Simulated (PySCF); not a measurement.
**Where the electron goes**

Compound: C5H7NSSi.
Numbering: `[SiH3:1][S:2][c:3]1[cH:4][cH:5][cH:6][cH:7][n:8]1` (hydrogens: H9, H10, H11 on Si1; H12 on C4; H13 on C5; H14 on C6; H15 on C7)

Structure used (GFN2-xTB), in Å, numbered top down from 1:
```xyz
15
C5H7NSSi angstrom
Si     2.588    0.170    0.371
S      1.701   -1.485   -0.795
C      0.196   -0.738   -0.466
C     -1.061   -1.188   -0.877
C     -2.163   -0.449   -0.507
C     -1.995    0.708    0.255
C     -0.715    1.077    0.615
N      0.347    0.370    0.261
H      2.499    1.397   -0.403
H      3.992   -0.265    0.249
H      2.257    0.003    1.777
H     -1.141   -2.088   -1.464
H     -3.153   -0.764   -0.803
H     -2.842    1.300    0.559
H     -0.515    1.961    1.205
```

The calculation used TDDFT PBE0/def2-SVPD, vertical, gas phase, core orbitals frozen in the response (PySCF 2.14.0, density-fitted response routines).

Frontier orbitals with the atoms that hold most of them (Löwdin shares over 4%, at most four atoms; ? is withheld):

```csv
orbital,ε (eV),atoms
HOMO-3,-8.90,"S2 48%, Si1 20%, C3 8%, H9 5%"
HOMO-2,-8.82,"N8 23%, C5 22%, C4 20%, C7 11%"
HOMO-1,-7.63,?
HOMO,-6.67,"S2 48%, C6 11%, C3 10%, C4 9%"
LUMO,-1.38,?
LUMO+1,-0.87,"C3 20%, C6 19%, C7 14%, C4 14%"
LUMO+2,0.06,"S2 38%, Si1 28%, H11 7%, H9 7%"
```

(1) Give the leading atoms of the LUMO.

(2) Which atoms hold the HOMO-1, and with what shares?

(3) The HOMO–LUMO gap is 5.29 eV. Where does the response calculation put the lowest singlet, and from which orbitals?

(4) Give energy, strength and leading configuration of S1, S2, S3 and S5, and follow the Löwdin shares of the leading atoms from the occupied to the empty orbital.

Answers

(1) C5 (bonded to 2 C and H) 24%; N8 (bonded to 2 C) 20%; C7 (bonded to C, N and H) 14%; C4 (bonded to 2 C and H) 13%. By element: carbon 51% or more, nitrogen 20%.

(2) N8 (bonded to 2 C) 28%; Si1 (bonded to S and 3 H) 23%; H10 (bonded to Si) 17%; S2 (bonded to C and Si) 9%.

(3) S1 is at 4.32 eV (f = 0.036), 0.97 eV below the gap, made of HOMO→LUMO (96%). 

(4) 
- S1 (4.32 eV, f 0.036), HOMO→LUMO (96%): S2 48% → at most 14%, C6 11% → at most 14%, C5 at most 10% → 24%, N8 at most 10% → 20%
- S2 (4.94 eV, f 0.0018), HOMO-1→LUMO (96%): N8 28% → 20%, Si1 23% → at most 14%, C5 at most 9% → 24%
- S3 (5.12 eV, f 0.254), HOMO→LUMO+1 (94%): S2 48% → at most 14%, C6 11% → 19%, C3 10% → 20%
- S5 (5.45 eV, f 0.0006), HOMO-1→LUMO+1 (95%): N8 28% → at most 14%, Si1 23% → at most 14%, C3 at most 9% → 20%, C6 at most 9% → 19%

One conformer stands for the species.
